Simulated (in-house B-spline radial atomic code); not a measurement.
A fraction x of an electron is removed from 3p in neutral phosphorus, starting from [Ne] 3s2 3p3 and keeping the highest spin. Level of theory: non-relativistic BP86, spin-polarised, spherical fractional occupations, point nucleus; calculated with a radial B-spline atomic code at the basis-set limit.

```
   x  E(x) - E(0) (eV)  3p up level (eV)
   0            0.0000            -6.326
0.08            0.5318            -6.972
0.24            1.7526            -8.294
0.25            1.8359            -8.378
0.49            4.0920           -10.436
 0.5            4.1968           -10.524
0.53            4.5165           -10.787
0.65            5.8747           -11.853
0.85            8.4261           -13.670
0.93            9.5493           -14.410
   1           10.5808           -15.064
```

The exact functional would give a straight line between the two integer points. Deviations E(x) - E(0) - x[E(1) - E(0)], in eV: -0.315 at x = 0.08, -0.787 at x = 0.24, -0.809 at x = 0.25, -1.093 at x = 0.49, -1.094 at x = 0.5, -1.091 at x = 0.53, -1.003 at x = 0.65, -0.568 at x = 0.85, -0.291 at x = 0.93.

The curve lies below the straight line by up to 1.094 eV (at x = 0.5): convex, the delocalisation error that favours fractional charges.

Problem. How well does Slater's transition state (minus the level at half occupation) give the ionisation energy?

Solution. It gives 10.524 eV against 10.581 eV from the two total energies; NIST lists 10.49 eV, ground level to ground level.
